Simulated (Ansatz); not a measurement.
`[NH2][SnH]([F])[Cl]` + GeH₄ → `[F][SnH]([Cl])[GeH3]` + NH₃ at 298.15 K and 1 bar (formal exchange of groups at the Sn–N bond).

Isolated molecules relaxed with PBE0-D4/def2-TZVP in Ansatz; ΔE leaves out vibrations. CCSD(T)/CBS is the MP2 limit (def2-TZVPP, def2-QZVPP) plus CCSD(T) − MP2 in def2-TZVPP, frozen cores. This one scheme is used for every species. def2 core potentials past Kr. For Ge, Sn outer-core shells are correlated without core-valence functions, which leaves a few kJ/mol of doubt a bond. Scalar relativity is left out up to krypton. Each species was taken in one conformer, which may not be the lowest.

| species | CCSD(T)/CBS energy (Eh) | H − E (kJ/mol) | S (J/(mol·K)) |
| --- | --- | --- | --- |
| `[NH2][SnH]([F])[Cl]` | -830.19021 | 112.9 | 351.0 |
| GeH₄ | -2078.49493 | 88.5 | 217.3 |
| `[F][SnH]([Cl])[GeH3]` | -2852.19383 | 110.8 | 391.5 |
| NH₃ | -56.50880 | 100.5 | 192.4 |

H − E and S are ideal-gas, rigid-rotor, harmonic terms from PBE0-D4/def2-TZVP, for one conformer and one mirror image of each species. 1 Eh = 2625.50 kJ/mol, R = 8.31446 J/(mol·K).

Q: By hand: ΔE, ΔH, ΔS and ΔG.

A: ΔE = (-2852.19383) + (-56.50880) − (-830.19021) − (-2078.49493) = -0.01749 Eh = -45.9 kJ/mol. Δ(H − E) = 110.8 + 100.5 − 112.9 − 88.5 = 9.9, so ΔH = -36.0 kJ/mol. ΔS = 391.5 + 192.4 − 351.0 − 217.3 = 15.6 J/(mol·K). ΔG = -36.0 − 298.15 × (15.6)/1000 = -40.7 kJ/mol.

Q: By hand: the equilibrium constant, and the temperature at which ΔG would vanish if ΔH and ΔS stayed fixed.

A: log₁₀ K = −ΔG/(RT ln 10) = 7.1. ΔH and −TΔS have one sign here, so there is no such temperature.

ΔH outweighs TΔS. A doubt of 5 kJ/mol in ΔE shifts log₁₀ K by 0.9 here. Other conformers and mirror images would add mixing entropy, several J/(mol·K) or more a flexible species. Modes under 60 cm⁻¹, often nearly free rotors, make the harmonic entropy too high. These are equilibria of isolated gas molecules and say nothing of rates. Largest T1 diagnostic: 0.013 (customary marks: 0.02 for closed shells, 0.045 for open ones).
